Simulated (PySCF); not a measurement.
PySCF input (TPSSh/def2-TZVPD):

```python
from pyscf import gto, scf, dft

mol = gto.M(
    atom='''
    F    -1.09387531   -1.24703347    0.00576626
    Ge   -0.00000000   -0.00000000    0.00000000
    F     1.62656133   -0.32365871   -0.03510244
    F    -0.53268602    1.57069217    0.02933618
    ''',
    basis='def2-tzvpd',
    charge=1,
    spin=0,
    verbose=4,
)

mf = dft.RKS(mol, xc='tpssh').density_fit(auxbasis='def2-universal-jkfit')
mf.grids.level = 3
mf.conv_tol = 1e-9
mf.max_cycle = 100
mf.max_memory = 1500
mf.kernel()
if not mf.converged:
    mf = mf.newton()
    mf.kernel(mf.make_rdm1())
mf.analyze()
```

Output:

```
PySCF version 2.14.0

[INPUT] verbose = 4
[INPUT] num. atoms = 4
[INPUT] num. electrons = 58
[INPUT] charge = 1
[INPUT] spin (= nelec alpha-beta = 2S) = 0
[INPUT] symmetry False subgroup None
[INPUT] Mole.unit = angstrom
[INPUT] Symbol           X                Y                Z      unit          X                Y                Z       unit  Magmom
[INPUT]  1 F     -1.093875310000  -1.247033470000   0.005766260000 AA   -2.067124750324  -2.356551726466   0.010896652163 Bohr   0.0
[INPUT]  2 Ge     0.000000000000   0.000000000000   0.000000000000 AA    0.000000000000   0.000000000000   0.000000000000 Bohr   0.0
[INPUT]  3 F      1.626561330000  -0.323658710000  -0.035102440000 AA    3.073755438508  -0.611626319730  -0.066333997904 Bohr   0.0
[INPUT]  4 F     -0.532686020000   1.570692170000   0.029336180000 AA   -1.006630688185   2.968178027299   0.055437345741 Bohr   0.0

nuclear repulsion = 320.37841560678
number of shells = 60
number of NR pGTOs = 271
number of NR cGTOs = 174
basis = def2-tzvpd
ecp = {}

******** <class 'pyscf.df.df_jk.DFRKS'> ********
method = DFRKS
initial guess = minao
damping factor = 0
level_shift factor = 0
DIIS = <class 'pyscf.scf.diis.CDIIS'>
diis_start_cycle = 1
diis_space = 8
diis_damp = 0
SCF conv_tol = 1e-09
SCF conv_tol_grad = None
SCF max_cycles = 100
direct_scf = False
XC library pyscf.dft.libxc version 7.1.2
    S. Lehtola, C. Steigemann, M. J. T. Oliveira, and M. A. L. Marques,  SoftwareX 7, 1–5 (2018)
XC functionals = tpssh
    V. N. Staroverov, G. E. Scuseria, J. Tao, and J. P. Perdew,  J. Chem. Phys. 119, 12129 (2003)
radial grids:
    Treutler-Ahlrichs [JCP 102, 346 (1995); DOI:10.1063/1.469408] (M4) radial grids

becke partition: Becke, JCP 88, 2547 (1988); DOI:10.1063/1.454033
pruning grids: <function nwchem_prune>
grids dens level: 3
symmetrized grids: False
atomic radii adjust function: <function treutler_atomic_radii_adjust>
small_rho_cutoff = 0
Set gradient conv threshold to 3.16228e-05
Initial guess from minao.
tot grids = 63432
******** <class 'pyscf.df.df.DF'> ********
auxbasis = def2-universal-jkfit
init E= -2376.44520520775
  HOMO = -0.49890546061602  LUMO = -0.166170905564719  gap/eV = 9.05417
cycle= 1 E= -2376.08998523933  delta_E= 0.355  |g|= 1.33  |ddm|= 1.98
  HOMO = -0.588478645960075  LUMO = -0.424441701713652  gap/eV = 4.46367
cycle= 2 E= -2375.2887146096  delta_E= 0.801  |g|= 2.75  |ddm|=  2.6
  HOMO = -0.714506945258178  LUMO = -0.438094383756365  gap/eV = 7.52157
cycle= 3 E= -2376.3266946602  delta_E= -1.04  |g|= 0.236  |ddm|= 1.82
[...]
cycle= 9 E= -2376.3330053848  delta_E= -5.3e-10  |g|= 8.3e-06  |ddm|= 3.28e-05
  HOMO = -0.690160666806164  LUMO = -0.41913363364619  gap/eV = 7.37502
Extra cycle  E= -2376.33300538476  delta_E= 3.37e-11  |g|= 1.82e-05  |ddm|= 1.46e-05
converged SCF energy = -2376.33300538476
**** SCF Summaries ****
Total Energy =                       -2376.333005384763965
Nuclear Repulsion Energy =             320.378415606780493
One-electron Energy =                -3932.336416797576021
Two-electron Energy =                 1235.624995806031848
Two-electron Coulomb Energy =         1345.809606498297626
DFT Exchange-Correlation Energy =     -110.184610692265821
HOMO-LUMO gap [eV] =                     7.375021221171396
**** MO energy ****
MO #1   energy= -398.891066136301  occ= 2
MO #2   energy= -49.9958384778404  occ= 2
MO #3   energy= -44.4926877049754  occ= 2
MO #4   energy= -44.48626026556    occ= 2
MO #5   energy= -44.4862602038461  occ= 2
MO #6   energy= -24.9165808993779  occ= 2
MO #7   energy= -24.9165755012336  occ= 2
MO #8   energy= -24.9165708923779  occ= 2
MO #9   energy= -6.57279990153585  occ= 2
MO #10  energy= -4.74825509228023  occ= 2
MO #11  energy= -4.73444465552053  occ= 2
MO #12  energy= -4.73444438639426  occ= 2
MO #13  energy= -1.5944939966523   occ= 2
MO #14  energy= -1.58889389655322  occ= 2
MO #15  energy= -1.58889295724603  occ= 2
MO #16  energy= -1.57505075873156  occ= 2
MO #17  energy= -1.57504909455313  occ= 2
MO #18  energy= -1.46437584861255  occ= 2
MO #19  energy= -1.43833616399285  occ= 2
MO #20  energy= -1.43833346698552  occ= 2
MO #21  energy= -0.859790453850664 occ= 2
MO #22  energy= -0.768166513553196 occ= 2
MO #23  energy= -0.768165975072795 occ= 2
MO #24  energy= -0.732789564525862 occ= 2
MO #25  energy= -0.702257177242947 occ= 2
MO #26  energy= -0.702254623382019 occ= 2
MO #27  energy= -0.700519776465004 occ= 2
MO #28  energy= -0.700517032933095 occ= 2
MO #29  energy= -0.690160666806164 occ= 2
MO #30  energy= -0.41913363364619  occ= 0
MO #31  energy= -0.354559304603107 occ= 0
MO #32  energy= -0.185992208430668 occ= 0
MO #33  energy= -0.185991401754511 occ= 0
MO #34  energy= -0.136957577724092 occ= 0
MO #35  energy= -0.0830599569034956 occ= 0
MO #36  energy= -0.0767444628112589 occ= 0
MO #37  energy= -0.0721828142264763 occ= 0
MO #38  energy= -0.0721826194873572 occ= 0
MO #39  energy= -0.0605947679524138 occ= 0
MO #40  energy= -0.0605944140617728 occ= 0
MO #41  energy= -0.0464809187122481 occ= 0
MO #42  energy= -0.0464804146112458 occ= 0
MO #43  energy= -0.00255975727978569 occ= 0
MO #44  energy= 0.0164242196099594 occ= 0
MO #45  energy= 0.0164245101945543 occ= 0
MO #46  energy= 0.0263645032809416 occ= 0
MO #47  energy= 0.06143438154644   occ= 0
MO #48  energy= 0.0614348539535167 occ= 0
MO #49  energy= 0.112552907486978  occ= 0
MO #50  energy= 0.132257982331136  occ= 0
MO #51  energy= 0.132258261332369  occ= 0
MO #52  energy= 0.142398594181327  occ= 0
MO #53  energy= 0.15612334592717   occ= 0
MO #54  energy= 0.156124156286503  occ= 0
MO #55  energy= 0.162029405481322  occ= 0
MO #56  energy= 0.199164669799546  occ= 0
MO #57  energy= 0.19916483065033   occ= 0
MO #58  energy= 0.256719886565205  occ= 0
MO #59  energy= 0.292320921814479  occ= 0
MO #60  energy= 0.29232449781817   occ= 0
MO #61  energy= 0.329640380104639  occ= 0
MO #62  energy= 0.329641892509624  occ= 0
MO #63  energy= 0.336899753306552  occ= 0
MO #64  energy= 0.337147631393926  occ= 0
MO #65  energy= 0.337148889120751  occ= 0
MO #66  energy= 0.379164708208128  occ= 0
MO #67  energy= 0.4051478722757    occ= 0
MO #68  energy= 0.41634032750157   occ= 0
MO #69  energy= 0.416340950634844  occ= 0
MO #70  energy= 0.455278177961704  occ= 0
MO #71  energy= 0.455280079612939  occ= 0
MO #72  energy= 0.474027677357309  occ= 0
MO #73  energy= 0.553700981004241  occ= 0
MO #74  energy= 0.553701604562453  occ= 0
MO #75  energy= 0.564158993023501  occ= 0
MO #76  energy= 0.600225339189851  occ= 0
MO #77  energy= 0.657422470126519  occ= 0
MO #78  energy= 0.679809989429379  occ= 0
MO #79  energy= 0.679811903555186  occ= 0
MO #80  energy= 0.766399729528795  occ= 0
MO #81  energy= 0.777027507486999  occ= 0
MO #82  energy= 0.777028647874894  occ= 0
MO #83  energy= 0.837578768977035  occ= 0
MO #84  energy= 0.837579171203566  occ= 0
MO #85  energy= 0.84020521897738   occ= 0
MO #86  energy= 0.868958060357243  occ= 0
MO #87  energy= 0.868959090224195  occ= 0
MO #88  energy= 0.909491776169875  occ= 0
MO #89  energy= 0.909492458972517  occ= 0
MO #90  energy= 0.986006095989165  occ= 0
MO #91  energy= 1.02274299581654   occ= 0
MO #92  energy= 1.02274744774835   occ= 0
MO #93  energy= 1.02388194706044   occ= 0
MO #94  energy= 1.04131598752363   occ= 0
MO #95  energy= 1.04131737759664   occ= 0
MO #96  energy= 1.05776612885436   occ= 0
MO #97  energy= 1.05776780539872   occ= 0
MO #98  energy= 1.11158545072131   occ= 0
MO #99  energy= 1.39804914483202   occ= 0
MO #100 energy= 1.9588132201909    occ= 0
MO #101 energy= 1.98615207979365   occ= 0
MO #102 energy= 1.98615304721241   occ= 0
MO #103 energy= 2.00490532087201   occ= 0
MO #104 energy= 2.0049102394207    occ= 0
MO #105 energy= 2.02663846649921   occ= 0
MO #106 energy= 2.03682292785536   occ= 0
MO #107 energy= 2.03682478199712   occ= 0
[...]
```
